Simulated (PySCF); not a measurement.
Isomers of C7H8FNSi, mass 153.041 u with the commonest isotopes. Level of theory: PBE0-D3(BJ)/def2-SVP geometry optimisation, gas phase in PySCF 2.14.0. One conformer each, none proved a minimum here; rigid rotors.

Question: Order these by rotational constant B, largest first.
A. `CC#Cc1c(F)ccn1[SiH3]`
B. `CC#Cc1ccn([SiH3])c1F`
C. `[F:1][c:2]1[cH:3][cH:4][cH:5][c:6](/[CH:7]=[N:8]/[SiH3:9])[cH:10]1` with C5–C6–C7–N8 0°
D. `[F:1][c:2]1[cH:3][cH:4][cH:5][c:6](/[CH:7]=[N:8]\[SiH3:9])[cH:10]1` with C5–C6–C7–N8 -167°
E. `[F:1][CH2:2][C:3]#[C:4][SiH2:5][n:6]1[cH:7][cH:8][cH:9][cH:10]1` with C4–Si5–N6–C7 -45°
F. `[CH2:1]=[N:2][SiH2:3][c:4]1[cH:5][cH:6][cH:7][c:8]([F:9])[cH:10]1` with C1–N2–Si3–C4 128°, N2–Si3–C4–C5 15°
G. `[CH:1]#[C:2][Si@H:3]([CH3:4])[n:5]1[cH:6][cH:7][cH:8][c:9]1[F:10]` with C2–Si3–N5–C6 -114°

Answer: A (961.2 MHz), G (803.5 MHz), D (720.8 MHz), F (583.4 MHz), B (554.4 MHz), C (476.1 MHz), E (444.7 MHz).

Question: Order these by rotational constant C, smallest first.
A. `[CH2:1]=[N:2][SiH2:3][c:4]1[cH:5][cH:6][cH:7][c:8]([F:9])[cH:10]1` with C1–N2–Si3–C4 128°, N2–Si3–C4–C5 15°
B. `[F:1][c:2]1[cH:3][cH:4][cH:5][c:6](/[CH:7]=[N:8]\[SiH3:9])[cH:10]1` with C5–C6–C7–N8 -167°
C. `[CH:1]#[C:2][Si@H:3]([CH3:4])[n:5]1[cH:6][cH:7][cH:8][c:9]1[F:10]` with C2–Si3–N5–C6 -114°
D. `CC#CC1=C(F)C=CN1[SiH3]`
E. `CC#Cc1ccn([SiH3])c1F`
F. `[F:1][c:2]1[cH:3][cH:4][cH:5][c:6](/[CH:7]=[N:8]/[SiH3:9])[cH:10]1` with C5–C6–C7–N8 0°
G. `[F:1][CH2:2][C:3]#[C:4][SiH2:5][n:6]1[cH:7][cH:8][cH:9][cH:10]1` with C4–Si5–N6–C7 -45°

Answer: G (409.0 MHz), F (418.9 MHz), E (473.3 MHz), A (500.4 MHz), B (533.2 MHz), D (557.0 MHz), C (787.1 MHz).

Question: Order these by radius of gyration √(Σ m r²/M), largest first.
A. `[F:1][CH2:2][C:3]#[C:4][SiH2:5][n:6]1[cH:7][cH:8][cH:9][cH:10]1` with C4–Si5–N6–C7 -45°
B. `[CH2:1]=[N:2][SiH2:3][c:4]1[cH:5][cH:6][cH:7][c:8]([F:9])[cH:10]1` with C1–N2–Si3–C4 128°, N2–Si3–C4–C5 15°
C. `[CH:1]#[C:2][Si@H:3]([CH3:4])[n:5]1[cH:6][cH:7][cH:8][c:9]1[F:10]` with C2–Si3–N5–C6 -114°
D. `C(#Cc1ccn(c1F)[SiH3])C`
E. `[F:1][c:2]1[cH:3][cH:4][cH:5][c:6](/[CH:7]=[N:8]/[SiH3:9])[cH:10]1` with C5–C6–C7–N8 0°
F. `[F:1][c:2]1[cH:3][cH:4][cH:5][c:6](/[CH:7]=[N:8]\[SiH3:9])[cH:10]1` with C5–C6–C7–N8 -167°
G. `CC#CC1=C(F)C=CN1[SiH3]`

Answer: A (2.894 Å), E (2.811 Å), D (2.647 Å), B (2.591 Å), F (2.497 Å), G (2.441 Å), C (2.251 Å).

```json
{"SMILES": "C=N[SiH2]c1cccc(F)c1", "point group": "C1", "Ia (u·Å²)": "178.45", "Ib (u·Å²)": "866.20", "Ic (u·Å²)": "1009.95", "κ": "-0.93", "μa (D)": "1.44", "μb (D)": "0.54", "μc (D)": "0.89"}
{"SMILES": "Fc1cccc(/C=N\\[SiH3])c1", "point group": "C1", "Ia (u·Å²)": "258.94", "Ib (u·Å²)": "701.11", "Ic (u·Å²)": "947.89", "κ": "-0.74", "μa (D)": "2.21", "μb (D)": "1.23", "μc (D)": "0.15"}
{"SMILES": "C#C[Si@H](C)n1cccc1F", "point group": "C1", "Ia (u·Å²)": "280.35", "Ib (u·Å²)": "628.98", "Ic (u·Å²)": "642.07", "κ": "-0.97", "μa (D)": "1.59", "μb (D)": "0.72", "μc (D)": "0.20"}
{"SMILES": "CC#Cc1ccn([SiH3])c1F", "point group": "–", "Ia (u·Å²)": "165.46", "Ib (u·Å²)": "911.61", "Ic (u·Å²)": "1067.88", "κ": "-0.94", "μa (D)": "1.51", "μb (D)": "0.31", "μc (D)": "0.01"}
{"SMILES": "CC#Cc1c(F)ccn1[SiH3]", "point group": "near Cs", "Ia (u·Å²)": "390.82", "Ib (u·Å²)": "525.76", "Ic (u·Å²)": "907.36", "κ": "0.10", "μa (D)": "0.92", "μb (D)": "2.44", "μc (D)": "0.02"}
{"SMILES": "FCC#C[SiH2]n1cccc1", "point group": "C1", "Ia (u·Å²)": "192.36", "Ib (u·Å²)": "1136.34", "Ic (u·Å²)": "1235.57", "κ": "-0.97", "μa (D)": "0.99", "μb (D)": "0.30", "μc (D)": "1.58"}
{"SMILES": "Fc1cccc(/C=N/[SiH3])c1", "point group": "Cs", "Ia (u·Å²)": "150.82", "Ib (u·Å²)": "1061.52", "Ic (u·Å²)": "1206.40", "κ": "-0.96", "μa (D)": "0.39", "μb (D)": "0.05", "μc (D)": "0.01"}
```
